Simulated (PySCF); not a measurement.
Gas-phase thermal properties of AgH

Energies from PySCF (xtb for GFN2), thermal terms from the rigid-rotor harmonic-oscillator model, ideal gas at 1 bar. All species are closed-shell singlets. Ag: scalar-relativistic def2 core potential, no spin-orbit coupling. The harmonic model lacks anharmonicity and excited electronic states, which grow with temperature; levels with a mode under 35 cm⁻¹ are left out.

```json
[
 {"level": "GFN2-xTB", "point group": "C∞v", "σ": "1", "ZPE (kJ/mol)": "8.7", "S°298 (J/mol/K)": "203.7", "Cp298 (J/mol/K)": "29.5", "S°1000 (J/mol/K)": "242.4", "H1000 − H298 (kJ/mol)": "22.8"},
 {"level": "PBE/def2-SVP", "point group": "C∞v", "σ": "1", "ZPE (kJ/mol)": "10.7", "S°298 (J/mol/K)": "204.5", "Cp298 (J/mol/K)": "29.2", "S°1000 (J/mol/K)": "242.1", "H1000 − H298 (kJ/mol)": "22.2"},
 {"level": "PBE0/def2-TZVP", "point group": "C∞v", "σ": "1", "ZPE (kJ/mol)": "10.6", "S°298 (J/mol/K)": "204.5", "Cp298 (J/mol/K)": "29.2", "S°1000 (J/mol/K)": "242.2", "H1000 − H298 (kJ/mol)": "22.2"}
]
```
σ: rotational symmetry number. Electronic degeneracy used: 1. Frequencies are unscaled.
